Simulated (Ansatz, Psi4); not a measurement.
Conformational energy of C7H6OS, SMILES C(=C)c1sc(C=O)cc1, singlet. Scanned: dihedral S9–C6–C7–O8; all other coordinates were relaxed at B3LYP-D3(BJ)/def2-SVP. Points at φ and −φ are mirror images. Heavy atoms are numbered in the order of the SMILES C=Cc1ccc(C=O)s1, hydrogens after them in the order of the atoms that carry them; the mirror image has the same energies with the sign of each dihedral reversed.

Methods: PBE/def2-TZVP // B3LYP-D3(BJ)/def2-SVP (Psi4); B3LYP/def2-TZVP // B3LYP-D3(BJ)/def2-SVP (Psi4); wB97X-D/def2-TZVP // B3LYP-D3(BJ)/def2-SVP (Psi4); CCSD(T)/cc-pVDZ = CCSD(T) on RHF/cc-pVDZ, frozen core // B3LYP-D3(BJ)/def2-SVP (Ansatz, a first-principles code).

Cost and agreement with CCSD(T)/cc-pVDZ over the 12 points of the scan, with CCSD(T)/cc-pVDZ as yardstick. Costs are rough ratios of core time within Psi4 on shared cores, each with its mean field (Kohn-Sham runs search longer for lower solutions than correlated ones do); the miss is the largest difference from CCSD(T) of the profile after the mean shift, in mEh.

Task: Which is the cheapest of these levels that stays within 0.68 mEh of CCSD(T)/cc-pVDZ?

Result: wB97X-D/def2-TZVP.

```tsv
level	relative cost	largest difference
PBE/def2-TZVP	1	1.6
B3LYP/def2-TZVP	1	1.1
wB97X-D/def2-TZVP	1	0.3
```

Costs within a factor of two of each other count as equal.
